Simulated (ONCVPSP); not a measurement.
## Plane-wave convergence, ONCV potential for carbon (C)

C, optimised norm-conserving Vanderbilt (ONCV), made with ONCVPSP 4.0.1 (PW91, scalar-relativistic). Core [He], reference 2s1.75 2p2.25. Waves: 2s: rc 1.35 bohr, ncon 4, nbas 7, qcut 5.1 1/bohr, 2 projectors, debl 2 Ha; 2p: rc 1.65 bohr, ncon 3, nbas 6, qcut 9.9 1/bohr, 2 projectors, debl 3.4 Ha. Local part: polynomial inside 1.35 bohr (lpopt 4, dvloc0 6 Ha). Core correction: none.

For each optimised wave give the share of its norm inside rc, the residual kinetic energy above qcut (Ha) and the cutoffs (Ha) for errors of 10, 1, 0.1 and 0.01 mHa per electron.

```
         wave  norm inside rc  residual KE  10 mHa  1 mHa  0.1 mHa  0.01 mHa
           2s           0.437      1.9e-03     8.4   16.8     59.1      71.0
s projector 2           0.082      1.9e-03     8.3   14.7     33.9      64.6
           2p           0.533      6.0e-09    15.2   22.2     28.0      32.6
p projector 2           0.196      7.8e-08    21.9   29.1     35.6      40.9
```

The occupied waves need 22 Ha and 59 Ha for 1 and 0.1 mHa.
